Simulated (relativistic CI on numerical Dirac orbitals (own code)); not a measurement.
## I42+: sensitivity of the levels to the model

Base calculation: Dirac-Coulomb-Breit CI, KLI orbitals optimised for each configuration, model QED, unscaled Slater integrals.

Configuration list (outside the closed core [Ne]): 3s, 3p, 3d, 4s, 4p, 4d, 4f, 5s, 5p, 5d, 5f, 5g, 6s, 6p, 6d. Levels of other configurations are missing.

Variants: (1) one mean potential for all configurations. Shifts of the energy above 3s 2S_1/2, in eV, for the lowest level and the first level of each name with at least 55 % of one term (blank where a level changes its place among those of its configuration and J or its character, or is not in the variant):

| Level | Base | Δ(1) |
| --- | --- | --- |
| 3s 2S_1/2 | 0.00 | 0.00 |
| 3p 2P°_1/2 | 97.57 | +0.08 |
| 3p 2P°_3/2 | 176.49 | +0.08 |
| 3d 2D_3/2 | 300.32 | +0.05 |
| 3d 2D_5/2 | 317.87 | +0.04 |
| 4s 2S_1/2 | 1452.40 | -0.05 |
| 4p 2P°_1/2 | 1492.72 | -0.03 |
| 4p 2P°_3/2 | 1524.79 | -0.02 |
| 4d 2D_3/2 | 1571.62 | -0.04 |
| 4d 2D_5/2 | 1579.26 | -0.04 |
| 4f 2F°_5/2 | 1603.97 | -0.07 |
| 4f 2F°_7/2 | 1607.22 | -0.07 |
| 5s 2S_1/2 | 2097.28 | -0.05 |
| 5p 2P°_1/2 | 2117.56 | -0.03 |

At this charge energies of transitions that change n are usually good to better than 1 %, and those within a shell (Δn = 0) to a few per cent.

Ionisation energy from the two ground configurations alone: base 3184.31 eV. The NIST ASD value (semi-empirical) is 3185.5 eV.
